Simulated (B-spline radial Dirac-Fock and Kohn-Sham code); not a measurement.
## Two-hole binding energies of Tb

System: the free terbium atom, configuration 1s2 2s2 2p6 3s2 3p6 3d10 4s2 4p6 4d10 4f9 5s2 5p6 6s1 6p1 (not the ground configuration).

Model: multi-electron Dirac-Fock with separately optimised hole states, Breit and Lamb-shift corrections added in first order. Program: a radial finite-basis atomic code. U is the two-hole binding energy less the two single-hole energies, the effective repulsion of the holes after relaxation. Each two-hole energy is an average over J within one jj subconfiguration.

```csv
holes,E(a) (eV),E(b) (eV),E(ab) (eV),U (eV)
1s⁻¹ 2p1/2⁻¹,51997.7,8255.9,?,?
2s⁻²,8717.0,8717.0,17612.8,178.8
2p1/2⁻²,8255.9,8255.9,16741.3,229.4
2s⁻¹ 2p3/2⁻¹,8717.0,7518.0,16395.2,160.2
2p1/2⁻¹ 2p3/2⁻¹,8255.9,7518.0,15972.8,198.9
2s⁻¹ 3d3/2⁻¹,8717.0,1277.3,10070.9,76.6
2p1/2⁻¹ 3d3/2⁻¹,8255.9,1277.3,9608.3,75.1
2p1/2⁻¹ 3d5/2⁻¹,8255.9,1244.4,9577.3,77.0
2p3/2⁻¹ 3p1/2⁻¹,7518.0,1771.1,9363.5,74.5
3p1/2⁻¹ 3p3/2⁻¹,1771.1,1616.3,3434.6,47.2
3d3/2⁻¹ 3d5/2⁻¹,1277.3,1244.4,2578.7,57.0
3d5/2⁻²,1244.4,1244.4,2544.4,55.6
4d3/2⁻²,164.1,164.1,348.1,19.8
4d3/2⁻¹ 4d5/2⁻¹,164.1,158.0,342.3,20.2
```

Question: Give the missing two-hole energy and U.

Answer: E(ab) = 60581.7 eV and U = 328.1 eV.

Values without a named source are computed, but for edge energies of neutral atoms, which are taken from tables.
